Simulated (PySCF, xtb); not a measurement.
Si(Cl)2(NCO)(OH) (CHCl2NO2Si), SMILES O=C=N[Si](O)(Cl)Cl. One conformer was computed; it need not be the lowest.

Harmonic wavenumbers (cm⁻¹) from GFN2-xTB in xtb at its own minimum, in rising order: 40, 72, 131, 163, 214, 221, 235, 266, 439, 500, 513, 562, 677, 785, 938, 1520, 2502, 3635.

Problem. What does ωB97X-D3(BJ)/def2-SVP (PySCF) give at its own minimum? (An estimate is asked for; the answer gives what the named calculation found.)

Solution. 30, 43, 106, 183, 226, 264, 300, 318, 488, 632, 634, 642, 685, 796, 974, 1565, 2475, 3932. Paired by order, the mean absolute difference is 59 cm⁻¹ and the zero-point energies are 19.2 and 20.4 kcal/mol.
